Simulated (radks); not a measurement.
The numbers below are computed, except where a source is named.
How relativity changes the ionisation of neutral caesium ([Xe] 6s1) to Cs+ ([Xe]). Spin-unpolarised spherical Kohn-Sham, PBE, point nucleus unless stated (finite: rms radius 4.8041 fm), a radial shooting solver on a logarithmic mesh with Libxc functionals. A level marked "c x" has the speed of light scaled by that factor.

level                        E(Cs) (hartree)  E(Cs+) (hartree)  IE (eV)   HOMO  <r> HOMO (bohr)
non-rel.                          -7556.0572        -7555.9206    3.717     6s            5.900
scalar-rel.                       -7786.9304        -7786.7884    3.863     6s            5.689
scalar-rel., finite nucleus       -7786.6344        -7786.4924    3.863     6s            5.689
Dirac                             -7790.2757        -7790.1338    3.863  6s1/2            5.690
Dirac, finite nucleus             -7789.9785        -7789.8366    3.863  6s1/2            5.690
Dirac, c x 0.75                   -8003.2109        -8003.0635    4.010  6s1/2            5.498
Dirac, c x 1.25                   -7701.4843        -7701.3444    3.806  6s1/2            5.770
Dirac, c x 2                      -7611.1208        -7610.9830    3.750  6s1/2            5.851

NIST Atomic Spectra Database: 3.894 eV (measured). The relativistic part of the total energy of Cs is -233.9 hartree (Dirac, finite nucleus), 3.1 % of the non-relativistic value. Spin polarisation and multiplet splitting of open shells are left out at every level.

Beside tabulated values, note that relativity, absent from the non-relativistic runs, is large for the heavy elements, and spin-unpolarised runs miss the spin-polarisation part of the exchange energy of open shells.
